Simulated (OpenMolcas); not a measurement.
## What dynamic correlation does to the levels of Sn+

- Program: OpenMolcas 26.06
- Basis: ANO-RCC-VQZP [8s7p5d3f2g]
- Scalar Hamiltonian: DKH2, point nucleus
- Active space: 1 electron in 9 orbitals (RAS2 5p; RAS3 5d 6s, at most 1 electron)
- State averaging: 2S+1 = 2 odd, 3 roots; 2S+1 = 2 even, 6 roots
- Spin-orbit coupling: state interaction with AMFI integrals over the reference wave functions, term energies averaged over their components

Methods on the same reference wave functions:
A. RASSCF
B. SS-RASPT2, IPEA 0.25 Eh, imaginary shift 0.1 Eh (closed shells correlated: 4d 5s)

Energies in cm⁻¹ above 5s² 5p ²P°_1/2, the measured ground level; measured values from NIST Handbook of Basic Atomic Spectroscopic Data.

```
         Level      A      B  Measured
5s² 5p ²P°_1/2    0.0    0.0       0.0
5s² 5p ²P°_3/2   3704   3704      4251
 5s² 6s ²S_1/2  58776  59298     56886
 5s² 5d ²D_3/2  70338  68435     71406
 5s² 5d ²D_5/2  70719  68816     72048
```

Deviations, from unrounded energies. A percentage is the sum of absolute deviations over the sum of measured energies, with the sign that they share, or ± where signs differ.

| Against measurement | Levels | A | B |
| --- | --- | --- | --- |
| mean absolute deviation (cm-1) | 4 | 1200 | 2300 |
| fine structure of the ground term (%) | 1 | -12.9 | -12.9 |
| other configurations (%) | 3 | ±2.1 | ±4.3 |

A lies closest to measurement on these levels. The largest miss of A in the table is 5s² 6s ²S_1/2, by +1900 cm-1. The ranking rests on the paired levels alone, and a cruder setting can come out closer through cancelling errors.

The lowest spin-free term lies below A's lowest term by 0.484 hartree in B.

ANO sets are built for valence states and can reach diffuse excited orbitals poorly, and with the s shell closed the s pⁿ⁺¹ terms that mix with these levels are absent. With one active electron the reference holds no correlation, so core polarisation is missing (holds for A). With one active electron, CASPT2 adds the correlation within the correlated inactive shells and between them and that electron, and leaves the splitting within a term as the reference gives it (holds for B). Computed and measured levels are paired by configuration, term and J; levels that our copy of the source lacks, or whose pairing is in doubt (as where it misses far off the trend of its configuration), stay unpaired and out of the deviations. Levels of configurations outside the active space are missing.

° marks odd parity.
